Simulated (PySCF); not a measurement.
# Basis-set dependence of population analyses: `C#C[SiH]1CCC1`

Species: C₅H₈Si.
Cartesian coordinates in Å at the PBE0-D3(BJ)/def2-SVP level; atoms count from 1:
```xyz
14
C5H8Si angstrom
C      3.2920    0.7436    0.3510
C      2.1966    0.4193   -0.0711
Si     0.5254   -0.0612   -0.6565
C     -0.9641    1.0151   -0.2069
C     -1.7062   -0.3120    0.1122
C     -0.5077   -1.2650    0.3741
H      4.2612    1.0287    0.7207
H      0.6162   -0.4103   -2.1054
H     -0.7576    1.5886    0.7110
H     -1.4374    1.6841   -0.9387
H     -2.4325   -0.2467    0.9393
H     -2.2653   -0.6499   -0.7758
H     -0.6369   -2.3169    0.0843
H     -0.1922   -1.2283    1.4293
```

PBE0 throughout (PySCF), one geometry, spherical d and f functions. Geometry: PBE0-D3(BJ)/def2-SVP, one conformer, isolated molecule. Atoms taken as equivalent share a column and are averaged. The first 7 of 11 kinds of atom are listed.

Mulliken charges (e):

```json
{"basis": "STO-3G", "functions": "42", "C1": "-0.142", "C2": "-0.243", "Si3": "+0.712", "C4/C6": "-0.302", "C5": "-0.153", "H7": "+0.114", "H8": "-0.107"}
{"basis": "6-31G", "functions": "74", "C1": "-0.341", "C2": "-0.232", "Si3": "+0.879", "C4/C6": "-0.621", "C5": "-0.359", "H7": "+0.263", "H8": "-0.109"}
{"basis": "pcSseg-0", "functions": "74", "C1": "-0.386", "C2": "-0.426", "Si3": "+1.426", "C4/C6": "-0.975", "C5": "-0.508", "H7": "+0.285", "H8": "-0.044"}
{"basis": "6-31G*", "functions": "104", "C1": "-0.203", "C2": "-0.160", "Si3": "+0.519", "C4/C6": "-0.545", "C5": "-0.370", "H7": "+0.236", "H8": "-0.071"}
{"basis": "cc-pVDZ", "functions": "128", "C1": "-0.164", "C2": "-0.018", "Si3": "+0.397", "C4/C6": "-0.208", "C5": "-0.072", "H7": "+0.022", "H8": "-0.054"}
{"basis": "def2-SVP", "functions": "128", "C1": "-0.235", "C2": "-0.025", "Si3": "+0.537", "C4/C6": "-0.286", "C5": "-0.092", "H7": "+0.051", "H8": "-0.069"}
{"basis": "aug-cc-pVDZ", "functions": "214", "C1": "+1.170", "C2": "-0.792", "Si3": "+0.079", "C4/C6": "+0.531", "C5": "+0.569", "H7": "-0.484", "H8": "+0.315"}
{"basis": "6-311+G(2d,p)", "functions": "218", "C1": "-0.546", "C2": "+0.162", "Si3": "+0.850", "C4/C6": "-0.643", "C5": "-0.106", "H7": "+0.162", "H8": "-0.060"}
{"basis": "def2-TZVP", "functions": "240", "C1": "-0.189", "C2": "-0.166", "Si3": "+0.332", "C4/C6": "-0.337", "C5": "-0.181", "H7": "+0.182", "H8": "-0.024"}
{"basis": "cc-pVTZ", "functions": "296", "C1": "-0.115", "C2": "-0.217", "Si3": "+0.385", "C4/C6": "-0.297", "C5": "-0.156", "H7": "+0.156", "H8": "-0.042"}
{"basis": "IGLO-III", "functions": "299", "C1": "-0.233", "C2": "-0.178", "Si3": "+0.803", "C4/C6": "-0.489", "C5": "-0.173", "H7": "+0.158", "H8": "-0.176"}
```

IAO charges (e):

```
        basis  functions      C1      C2     Si3   C4/C6      C5      H7      H8
       STO-3G         42  -0.151  -0.304  +0.879  -0.497  -0.258  +0.156  -0.099
        6-31G         74  -0.182  -0.301  +0.791  -0.533  -0.262  +0.203  -0.083
     pcSseg-0         74  -0.164  -0.310  +0.817  -0.548  -0.270  +0.195  -0.085
       6-31G*        104  -0.171  -0.332  +0.898  -0.541  -0.248  +0.199  -0.116
      cc-pVDZ        128  -0.182  -0.324  +0.891  -0.539  -0.250  +0.201  -0.114
     def2-SVP        128  -0.172  -0.325  +0.903  -0.537  -0.244  +0.196  -0.120
  aug-cc-pVDZ        214  -0.192  -0.323  +0.897  -0.548  -0.256  +0.206  -0.113
6-311+G(2d,p)        218  -0.189  -0.332  +0.929  -0.558  -0.258  +0.207  -0.121
    def2-TZVP        240  -0.188  -0.335  +0.939  -0.561  -0.258  +0.207  -0.124
      cc-pVTZ        296  -0.188  -0.332  +0.926  -0.558  -0.258  +0.207  -0.120
     IGLO-III        299  -0.190  -0.335  +0.938  -0.561  -0.259  +0.207  -0.123
```

Hirshfeld charges (e):

| basis | functions | C1 | C2 | Si3 | C4/C6 | C5 | H7 | H8 |
| --- | --- | --- | --- | --- | --- | --- | --- | --- |
| STO-3G | 42 | -0.099 | -0.164 | +0.434 | -0.106 | -0.021 | +0.075 | -0.073 |
| 6-31G | 74 | -0.086 | -0.164 | +0.345 | -0.150 | -0.053 | +0.103 | -0.072 |
| pcSseg-0 | 74 | -0.083 | -0.162 | +0.380 | -0.150 | -0.054 | +0.100 | -0.072 |
| 6-31G* | 104 | -0.082 | -0.159 | +0.331 | -0.152 | -0.051 | +0.105 | -0.075 |
| cc-pVDZ | 128 | -0.087 | -0.159 | +0.365 | -0.156 | -0.060 | +0.100 | -0.077 |
| def2-SVP | 128 | -0.084 | -0.157 | +0.370 | -0.158 | -0.061 | +0.099 | -0.078 |
| aug-cc-pVDZ | 214 | -0.087 | -0.163 | +0.380 | -0.170 | -0.077 | +0.099 | -0.072 |
| 6-311+G(2d,p) | 218 | -0.086 | -0.165 | +0.376 | -0.165 | -0.072 | +0.101 | -0.073 |
| def2-TZVP | 240 | -0.085 | -0.161 | +0.371 | -0.166 | -0.071 | +0.100 | -0.073 |
| cc-pVTZ | 296 | -0.086 | -0.159 | +0.371 | -0.165 | -0.070 | +0.100 | -0.074 |
| IGLO-III | 299 | -0.089 | -0.159 | +0.375 | -0.167 | -0.075 | +0.099 | -0.071 |

ESP-fitted charges (e):

```json
{"basis": "STO-3G", "functions": "42", "C1": "-0.178", "C2": "-0.271", "Si3": "+0.701", "C4/C6": "-0.419", "C5": "+0.030", "H7": "+0.177", "H8": "-0.113"}
{"basis": "6-31G", "functions": "74", "C1": "-0.226", "C2": "-0.306", "Si3": "+0.677", "C4/C6": "-0.521", "C5": "+0.110", "H7": "+0.261", "H8": "-0.126"}
{"basis": "pcSseg-0", "functions": "74", "C1": "-0.177", "C2": "-0.410", "Si3": "+0.900", "C4/C6": "-0.669", "C5": "+0.182", "H7": "+0.259", "H8": "-0.159"}
{"basis": "6-31G*", "functions": "104", "C1": "-0.217", "C2": "-0.315", "Si3": "+0.660", "C4/C6": "-0.509", "C5": "+0.111", "H7": "+0.264", "H8": "-0.123"}
{"basis": "cc-pVDZ", "functions": "128", "C1": "-0.222", "C2": "-0.316", "Si3": "+0.654", "C4/C6": "-0.476", "C5": "+0.150", "H7": "+0.262", "H8": "-0.120"}
{"basis": "def2-SVP", "functions": "128", "C1": "-0.216", "C2": "-0.318", "Si3": "+0.685", "C4/C6": "-0.498", "C5": "+0.161", "H7": "+0.260", "H8": "-0.129"}
{"basis": "aug-cc-pVDZ", "functions": "214", "C1": "-0.255", "C2": "-0.312", "Si3": "+0.718", "C4/C6": "-0.515", "C5": "+0.158", "H7": "+0.275", "H8": "-0.136"}
{"basis": "6-311+G(2d,p)", "functions": "218", "C1": "-0.259", "C2": "-0.318", "Si3": "+0.725", "C4/C6": "-0.531", "C5": "+0.164", "H7": "+0.283", "H8": "-0.134"}
{"basis": "def2-TZVP", "functions": "240", "C1": "-0.248", "C2": "-0.321", "Si3": "+0.726", "C4/C6": "-0.524", "C5": "+0.166", "H7": "+0.277", "H8": "-0.137"}
{"basis": "cc-pVTZ", "functions": "296", "C1": "-0.245", "C2": "-0.319", "Si3": "+0.716", "C4/C6": "-0.512", "C5": "+0.159", "H7": "+0.275", "H8": "-0.136"}
{"basis": "IGLO-III", "functions": "299", "C1": "-0.247", "C2": "-0.317", "Si3": "+0.717", "C4/C6": "-0.510", "C5": "+0.155", "H7": "+0.274", "H8": "-0.137"}
```

**Question.** Which scheme is steadiest as the basis changes?

**Answer.** Largest range over the bases for any column: Hirshfeld 0.10 e, IAO 0.15 e, ESP-fitted 0.25 e, Mulliken 1.72 e. Hirshfeld charges move least and Mulliken charges most, counted in e. Without the minimal STO-3G basis the ranges are Hirshfeld 0.05, IAO 0.15, ESP-fitted 0.25, Mulliken 1.72 e.

**Question.** How much do the charges still move between the two largest bases, cc-pVTZ and IGLO-III?

**Answer.** At most, over all atoms: Mulliken 0.417 e, IAO 0.013 e, Hirshfeld 0.005 e, ESP-fitted 0.004 e.

**Question.** What do the same runs give for the total energy, the frontier levels and the dipole moment?

**Answer.** 
```
        basis  energy (Eh)  HOMO (eV)  LUMO (eV)  μ (D)
       STO-3G    -478.7348      -5.72       4.32   0.20
        6-31G    -484.3010      -7.57       0.15   0.54
     pcSseg-0    -483.6311      -7.94      -0.16   0.45
       6-31G*    -484.3759      -7.49       0.01   0.60
      cc-pVDZ    -484.4032      -7.60      -0.10   0.53
     def2-SVP    -484.1667      -7.69      -0.18   0.52
  aug-cc-pVDZ    -484.4150      -7.70      -0.43   0.51
6-311+G(2d,p)    -484.4620      -7.73      -0.49   0.51
    def2-TZVP    -484.4792      -7.71      -0.40   0.52
      cc-pVTZ    -484.4770      -7.70      -0.33   0.51
     IGLO-III    -484.4849      -7.72      -0.44   0.51
```

The dipole is fixed by the density alone, so its range of 0.40 D shows that the density itself changes with the basis, not only its division among atoms.
